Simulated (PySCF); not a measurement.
Radial density of B+ (boron, charge +1)

UHF, [He] 2p2, high-spin 3P determinant (an excited configuration). Computed with PySCF 2.14 in x2c-QZVPPall with one added diffuse shell each of s, p, d, f type (8s5p4d3f1g, 73 functions), with the spin-free X2C one-electron Hamiltonian (Gaussian nucleus).

```json
{"r (bohr)": "0.00595", "4πr²ρ (e/bohr)": "0.02953", "4πr²(ρα − ρβ)": "-0.0001"}
{"r (bohr)": "0.0100", "4πr²ρ (e/bohr)": "0.07971", "4πr²(ρα − ρβ)": "-0.0004"}
{"r (bohr)": "0.0168", "4πr²ρ (e/bohr)": "0.2096", "4πr²(ρα − ρβ)": "-0.0010"}
{"r (bohr)": "0.0283", "4πr²ρ (e/bohr)": "0.5272", "4πr²(ρα − ρβ)": "-0.0025"}
{"r (bohr)": "0.0476", "4πr²ρ (e/bohr)": "1.229", "4πr²(ρα − ρβ)": "-0.0056"}
{"r (bohr)": "0.0801", "4πr²ρ (e/bohr)": "2.522", "4πr²(ρα − ρβ)": "-0.0107"}
{"r (bohr)": "0.135", "4πr²ρ (e/bohr)": "4.195", "4πr²(ρα − ρβ)": "-0.0122"}
{"r (bohr)": "0.226", "4πr²ρ (e/bohr)": "4.959", "4πr²(ρα − ρβ)": "0.0146"}
{"r (bohr)": "0.381", "4πr²ρ (e/bohr)": "3.442", "4πr²(ρα − ρβ)": "0.1361"}
{"r (bohr)": "0.641", "4πr²ρ (e/bohr)": "1.335", "4πr²(ρα − ρβ)": "0.4565"}
{"r (bohr)": "1.08", "4πr²ρ (e/bohr)": "0.9741", "4πr²(ρα − ρβ)": "0.9230"}
{"r (bohr)": "1.81", "4πr²ρ (e/bohr)": "0.9056", "4πr²(ρα − ρβ)": "0.9054"}
{"r (bohr)": "3.05", "4πr²ρ (e/bohr)": "0.2665", "4πr²(ρα − ρβ)": "0.2665"}
{"r (bohr)": "5.13", "4πr²ρ (e/bohr)": "0.01105", "4πr²(ρα − ρβ)": "0.0110"}
{"r (bohr)": "8.63", "4πr²ρ (e/bohr)": "1.647e-05", "4πr²(ρα − ρβ)": "0.0000"}
```

Densities and radii are taken from the X2C orbitals without a picture-change correction, which distorts them close to the nucleus.

Problem. Where is the radial spin density 4πr²(ρα − ρβ) most negative, and why is it negative at all?

Solution. Around r = 0.135 bohr, down to -0.0122 e/bohr: exchange with the open shell polarises the paired shells in an unrestricted calculation.
